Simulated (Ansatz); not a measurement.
Cu2Se⁺. Total charge 1; doublet. Geometry r2SCAN-D4/def2-TZVP.

Cartesian coordinates in Å:
```
Cu -0.0104 -0.7115 1.2833
Cu 0.5157 -0.3529 -1.3277
Se -0.5053 1.0644 0.0444
```

B3LYP takes the VWN-RPA correlation. The structure comes from a short search, and lower isomers may exist.

Q: Estimate the α-spin orbital energies around the gap (eV) in Ansatz with r2SCAN-D4/def2-TZVP, B3LYP-D4/def2-TZVP, PBE0-D4/def2-SVP, r2SCAN0-D4/def2-TZVP, ωB97M-V/def2-TZVP.

A: 
```
orbital  r2SCAN-D4/def2-TZVP  B3LYP-D4/def2-TZVP  PBE0-D4/def2-SVP  r2SCAN0-D4/def2-TZVP  ωB97M-V/def2-TZVP
HOMO−13               -23.31              -24.37            -24.46                -25.12             -27.31
HOMO−12               -14.30              -15.29            -15.19                -15.65             -17.93
HOMO−11               -13.99              -15.04            -14.95                -15.44             -17.70
HOMO−10               -13.80              -14.97            -14.93                -15.38             -17.67
 HOMO−9               -12.91              -14.34            -14.22                -14.69             -17.15
 HOMO−8               -12.76              -14.20            -14.09                -14.55             -16.94
 HOMO−7               -12.53              -14.04            -13.90                -14.42             -16.85
 HOMO−6               -12.51              -14.02            -13.87                -14.39             -16.81
 HOMO−5               -12.44              -13.89            -13.78                -14.23             -16.65
 HOMO−4               -12.29              -13.79            -13.68                -14.16             -16.56
 HOMO−3               -12.27              -13.79            -13.67                -14.16             -16.55
 HOMO−2               -11.99              -13.00            -12.86                -13.20             -15.32
 HOMO−1               -11.73              -12.63            -12.61                -13.08             -14.93
   HOMO               -11.39              -12.39            -12.24                -12.60             -14.69
   LUMO                -8.42               -8.06             -7.41                 -7.44              -5.81
 LUMO+1                -7.64               -7.31             -6.55                 -6.57              -5.05
 LUMO+2                -5.31               -4.89             -4.12                 -4.32              -2.77
 LUMO+3                -4.55               -4.17             -3.23                 -3.61              -1.95
 LUMO+4                -3.68               -3.40             -1.94                 -2.77              -1.34
 LUMO+5                -2.23               -2.20             -1.71                 -1.50              -0.69
 β HOMO               -11.24              -12.21            -12.03                -12.40             -14.46
 β LUMO               -10.24               -9.87             -9.25                 -9.19              -7.29
```
